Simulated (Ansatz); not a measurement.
Basis sets compared for TiO₄. The state is a singlet with charge 0. Geometry PBE0-D4/def2-SVP. Ansatz on 4 threads of Arm Neoverse V1 on a shared host; times are rough, and most runs start from earlier orbitals.

```xyz
5

Ti    0.0002   -0.0004    0.0004
O    -0.6730   -1.6242   -0.4094
O    -1.6809   -0.6257   -0.1990
O     1.1948    1.2939   -0.3928
O     1.1588    0.9563    1.0008
```

The structure holds 2 bonds between oxygen atoms, so isomers without such links may lie far lower. The structure comes from a short search, and lower isomers may exist.

Binding counts from free atoms (Ti triplet, O triplet) in the same basis, without a counterpoise term.

```json
{"level": "PBE-D4/def2-SVP", "functions": "87", "energy (Eh)": "-1149.4655", "HOMO (eV)": "-5.82", "LUMO (eV)": "-3.99", "binding per atom (eV)": "4.44", "wall time": "0.7 s"}
{"level": "PBE-D4/def2-TZVP", "functions": "169", "energy (Eh)": "-1149.9501", "HOMO (eV)": "-6.08", "LUMO (eV)": "-4.18", "binding per atom (eV)": "–", "wall time": "1.1 s"}
{"level": "r2SCAN-D4/def2-TZVP (with forces)", "functions": "169", "energy (Eh)": "-1150.2763", "HOMO (eV)": "-6.40", "LUMO (eV)": "-4.09", "binding per atom (eV)": "–", "wall time": "3 s"}
{"level": "PBE0-D4/def2-SVP", "functions": "87", "energy (Eh)": "-1149.4196", "HOMO (eV)": "-7.57", "LUMO (eV)": "-3.17", "binding per atom (eV)": "3.74", "wall time": "1 s"}
{"level": "PBE0-D4/def2-TZVP", "functions": "169", "energy (Eh)": "-1149.9070", "HOMO (eV)": "-7.66", "LUMO (eV)": "-3.19", "binding per atom (eV)": "3.75", "wall time": "2.3 s"}
```

**Question.** Estimate the rows for PBE-D4/def2-TZVPD, r2SCAN-D4/def2-TZVPD, PBE0-D4/def2-TZVPD.

**Answer.** 
```
               level  functions  energy (Eh)  HOMO (eV)  LUMO (eV)  binding per atom (eV)  wall time
   PBE-D4/def2-TZVPD        208   -1149.9534      -6.12      -4.21                      –      1.9 s
r2SCAN-D4/def2-TZVPD        208   -1150.2795      -6.42      -4.08                      –      3.7 s
  PBE0-D4/def2-TZVPD        208   -1149.9105      -7.69      -3.19                   3.76      2.4 s
```
